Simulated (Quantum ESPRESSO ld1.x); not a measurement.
Task: All-electron atom: neutral hafnium in [Xe] 4f14 5d2 6s2 (the NIST ground configuration). Calculated with ld1.x of Quantum ESPRESSO 7.5: Dirac Kohn-Sham, relativistic LDA (MacDonald-Vosko exchange, VWN5 correlation), spin-unpolarised, spherical densities, point nucleus; open shells fill j = l - 1/2 first.

Spin-orbit splittings of the eigenvalues, e(l+1/2) - e(l-1/2), with zeta = 2 splitting/(2l+1) and mean radii in bohr:

| shell | occ. | splitting (eV) | zeta (eV) | <r> j=l-1/2 | <r> j=l+1/2 |
|---|---|---|---|---|---|
| 2p | 6 | 1177 | 784.8 | 0.06634 | 0.07403 |
| 3p | 6 | 252.5 | 168.3 | 0.1986 | 0.2130 |
| 3d | 10 | 55.38 | 22.15 | 0.1866 | 0.1910 |
| 4p | 6 | 58.03 | 38.69 | 0.4756 | 0.5086 |
| 4d | 10 | ? | ? | 0.5292 | 0.5407 |
| 4f | 14 | 1.748 | 0.4994 | 0.6703 | 0.6832 |
| 5p | 6 | 7.753 | 5.169 | 1.270 | 1.382 |
| 5d | 2 | 0.4467 | 0.1787 | 2.439 | 2.572 |

Estimate the 4d splitting.

Result: 10.68 eV (zeta = 4.272 eV).
